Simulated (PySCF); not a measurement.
PySCF input:

```python
from pyscf import gto, scf, dft

mol = gto.M(
    atom='''
    C    -0.00000000   -0.00000000   -0.51434260
    O     0.00000000    0.00000000    0.58709749
    H    -0.00000000   -0.00000000   -1.61072432
    ''',
    basis='def2-tzvpd',
    charge=1,
    spin=0,
    verbose=4,
)

mf = dft.RKS(mol, xc='tpssh').density_fit(auxbasis='def2-universal-jkfit')
mf.grids.level = 3
mf.conv_tol = 1e-9
mf.max_cycle = 100
mf.max_memory = 1500
mf.kernel()
if not mf.converged:
    mf = mf.newton()
    mf.kernel(mf.make_rdm1())
mf.analyze()
```

Problem. Which total energy does the run end on?

Solution. -113.59878 Eh (TPSSh/def2-TZVPD).

It need not be the lowest isomer of its formula.
